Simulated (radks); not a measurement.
The lutetium ion Lu2+ inside a hard spherical wall (all orbitals vanish at R), configuration held at [Xe] 4f14 6s1 and not refilled when levels cross. All-electron calculation, scalar-relativistic Kohn-Sham, LDA (Slater exchange, Perdew-Wang correlation), spin-polarised, spherical densities, finite nucleus; open shells are filled with parallel spins first (spin-orbit coupling, left out, can overturn this in heavy ions); Fermi nuclear charge, rms radius 5.37 fm. Program: a radial shooting solver on a logarithmic mesh with Libxc functionals. Eigenvalues in eV for spin up, with the zero of energy where the potential of the charges vanishes at infinity; a dash marks a level that is unbound or too diffuse for the functional's potential to be trusted. A positive occupied level is held by the wall or, in an anion where self-interaction has pushed it up, behind a barrier. The pressure on the wall is -dE/dV.

[
 {"R (bohr)": "free", "E (hartree)": "-14551.9278", "kinetic (hartree)": "15891.977", "e(5s)": "-78.683", "e(5p)": "-49.106", "e(4f)": "-27.235", "e(6s)": "-18.301", "e(5d, empty)": "-17.353", "e(6p, empty)": "-12.768", "pressure (GPa)": "0"},
 {"R (bohr)": "15", "E (hartree)": "-14551.9278", "kinetic (hartree)": "15891.977", "e(5s)": "-78.683", "e(5p)": "-49.106", "e(4f)": "-27.235", "e(6s)": "-18.301", "e(5d, empty)": "-17.353", "e(6p, empty)": "-12.768", "pressure (GPa)": "< 0.0001"},
 {"R (bohr)": "12", "E (hartree)": "-14551.9278", "kinetic (hartree)": "15891.977", "e(5s)": "-78.683", "e(5p)": "-49.106", "e(4f)": "-27.235", "e(6s)": "-18.301", "e(5d, empty)": "-17.353", "e(6p, empty)": "-12.768", "pressure (GPa)": "< 0.0001"},
 {"R (bohr)": "10", "E (hartree)": "-14551.9278", "kinetic (hartree)": "15891.977", "e(5s)": "-78.682", "e(5p)": "-49.105", "e(4f)": "-27.235", "e(6s)": "-18.300", "e(5d, empty)": "-17.352", "e(6p, empty)": "-12.763", "pressure (GPa)": "0.000350"},
 {"R (bohr)": "4", "E (hartree)": "-14551.7238", "kinetic (hartree)": "15893.091", "e(5s)": "-76.662", "e(5p)": "-47.199", "e(4f)": "-25.079", "e(6s)": "-12.033", "e(5d, empty)": "-14.548", "e(6p, empty)": "-1.594", "pressure (GPa)": "46.2"},
 {"R (bohr)": "3", "E (hartree)": "-14550.8205", "kinetic (hartree)": "15897.357", "e(5s)": "-72.126", "e(5p)": "-42.544", "e(4f)": "-19.684", "e(6s)": "8.203", "e(5d, empty)": "-6.445", "e(6p, empty)": "26.240", "pressure (GPa)": "544"},
 {"R (bohr)": "2.5", "E (hartree)": "-14548.8708", "kinetic (hartree)": "15906.046", "e(5s)": "-64.873", "e(5p)": "-34.256", "e(4f)": "-10.970", "e(6s)": "40.752", "e(5d, empty)": "6.605", "e(6p, empty)": "66.266", "pressure (GPa)": "2490"}
]
